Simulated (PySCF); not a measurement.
SMILES C(#N)[SiH2][GeH3] (CH5GeNSi) (PBE0/def2-SVP optimised geometry):

```
9

N      2.619     1.188     0.000
C      1.459     1.188     0.000
Si    -0.401     1.131     0.001
Ge    -1.081    -1.155     0.028
H     -0.857     1.869     1.213
H     -0.857     1.840    -1.229
H     -2.619    -1.217     0.028
H     -0.540    -1.869    -1.221
H     -0.541    -1.838     1.294
```

Calculation: PBE0/def2-TZVP (PySCF 2.14.0).

Question: What are the frontier orbital energies and the dipole moment?

Answer: HOMO-2 -10.08 eV, HOMO-1 -9.69 eV, HOMO -8.76 eV, LUMO -0.83 eV, LUMO+1 -0.69 eV; dipole moment 3.72 D.

Meta-Löwdin charges at PBE0/def2-TZVP: N1 -0.17, C2 -0.14, Si3 0.39, Ge4 0.13, H5 -0.05, H6 -0.05, H7 -0.04, H8 -0.03, H9 -0.03.
